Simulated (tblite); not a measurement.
C5H5F2OS (doublet state).
Numbering: `[O:1]=[S@@:2]1[C:3]([CH2:4][F:5])=[CH:6][CH:7][C@@H:8]1[F:9]` (hydrogens: H10, H11 on C4; H12 on C6; H13 on C7; H14 on C8)
Bond orders are those of one Lewis drawing.

Computed with GFN2-xTB (tblite), gas phase: L-BFGS steps from a force-field or distance-geometry start until the largest atomic force falls under 0.01 eV/Å.

Step 23: E = -814.4099 eV
```
atom  x, y, z in Å  |  force x, y, z in eV/Å
O1     -0.1501    2.3896    0.0694   -0.081   0.054  -0.001
S2     -0.3213    1.2423    0.9497    0.026  -0.104  -0.037
C3      0.6408   -0.0663    0.1318    0.095  -0.087   0.007
C4      2.1001   -0.0945    0.3625    0.045   0.057  -0.025
F5      2.6890   -1.1632   -0.2644    0.025   0.067   0.101
C6     -0.0638   -0.7555   -0.8269    0.065   0.089  -0.019
C7     -1.4257   -0.5437   -0.7990    0.094  -0.020   0.118
C8     -1.8303    0.1576    0.4231   -0.055   0.030   0.001
F9     -2.9925    0.8435    0.3535   -0.060   0.045   0.009
H10     2.5600    0.8179   -0.0454    0.102  -0.020   0.013
H11     2.3318   -0.1589    1.4368    0.043  -0.062  -0.106
H12     0.4425   -1.3844   -1.5434   -0.100  -0.017   0.003
H13    -2.1202   -0.7883   -1.5787   -0.042  -0.028   0.010
H14    -1.8612   -0.4967    1.3088   -0.156  -0.004  -0.074
```

Step 24: E = -814.4138 eV
```
atom  x, y, z in Å  |  force x, y, z in eV/Å
O1     -0.1542    2.3896    0.0731   -0.088   0.015   0.018
S2     -0.3201    1.2380    0.9502    0.003  -0.031  -0.010
C3      0.6424   -0.0627    0.1295    0.084  -0.124  -0.039
C4      2.0990   -0.0947    0.3607    0.097   0.055  -0.007
F5      2.6929   -1.1610   -0.2615    0.020  -0.006   0.046
C6     -0.0608   -0.7490   -0.8318    0.011   0.032   0.001
C7     -1.4235   -0.5495   -0.7961    0.043   0.028   0.136
C8     -1.8301    0.1557    0.4249   -0.054   0.042   0.007
F9     -2.9864    0.8525    0.3456   -0.042   0.013   0.013
H10     2.5636    0.8136   -0.0430    0.124   0.075  -0.028
H11     2.3304   -0.1601    1.4321    0.044  -0.058  -0.001
H12     0.4410   -1.3790   -1.5488   -0.061  -0.024  -0.022
H13    -2.1220   -0.7980   -1.5709   -0.034  -0.036   0.000
H14    -1.8728   -0.4959    1.3137   -0.147   0.018  -0.115
```

Step 25: E = -814.4175 eV
```
atom  x, y, z in Å  |  force x, y, z in eV/Å
O1     -0.1613    2.3893    0.0758   -0.087  -0.035   0.037
S2     -0.3189    1.2332    0.9499   -0.012   0.040   0.022
C3      0.6459   -0.0618    0.1270    0.055  -0.093  -0.056
C4      2.1003   -0.0937    0.3588    0.129   0.041   0.006
F5      2.6968   -1.1592   -0.2584    0.035  -0.072  -0.014
C6     -0.0578   -0.7437   -0.8357   -0.045  -0.029   0.018
C7     -1.4210   -0.5543   -0.7910   -0.019   0.056   0.089
C8     -1.8311    0.1545    0.4272   -0.040   0.055   0.009
F9     -2.9819    0.8609    0.3388   -0.024  -0.009   0.010
H10     2.5693    0.8115   -0.0417    0.132   0.136  -0.052
H11     2.3297   -0.1623    1.4278    0.049  -0.040   0.089
H12     0.4384   -1.3755   -1.5534   -0.027  -0.034  -0.049
H13    -2.1226   -0.8039   -1.5638   -0.015  -0.041   0.006
H14    -1.8866   -0.4955    1.3164   -0.131   0.026  -0.116
```

Q: Estimate the geometry and energy of step 26. (The exact step hangs on the optimiser's Hessian estimate; all steps are aligned on step 25, rigid shifts and turns removed.)

A: E = -814.4222 eV, largest force 0.204 eV/Å
```
atom  x, y, z in Å  |  force x, y, z in eV/Å
O1     -0.1731    2.3883    0.0791   -0.077  -0.076   0.047
S2     -0.3171    1.2273    0.9500   -0.025   0.082   0.060
C3      0.6519   -0.0622    0.1230    0.022  -0.011  -0.050
C4      2.1047   -0.0916    0.3562    0.138   0.014   0.016
F5      2.7026   -1.1582   -0.2548    0.058  -0.116  -0.071
C6     -0.0547   -0.7384   -0.8401   -0.087  -0.101   0.034
C7     -1.4185   -0.5597   -0.7831   -0.085   0.068  -0.011
C8     -1.8330    0.1539    0.4306   -0.015   0.071   0.013
F9     -2.9765    0.8717    0.3302   -0.013  -0.020   0.002
H10     2.5791    0.8116   -0.0411    0.122   0.153  -0.057
H11     2.3296   -0.1659    1.4242    0.056  -0.007   0.151
H12     0.4345   -1.3718   -1.5601   -0.002  -0.039  -0.069
H13    -2.1230   -0.8105   -1.5546    0.012  -0.043   0.026
H14    -1.9072   -0.4949    1.3182   -0.104   0.025  -0.090
```

The energy changes by -0.0047 eV. The first-order estimate −F·Δx gives -0.0062 eV and the mean of the old and new forces, exact on a quadratic surface, -0.0047 eV. The step makes an angle of 66° with the force vector and moves no atom by more than 0.021 Å.

What follows is the cost of the whole relaxation. The run took 0.42 s of wall time on one thread of an Arm Neoverse V2, shared host with 96 logical CPUs at a one-minute load of 75.
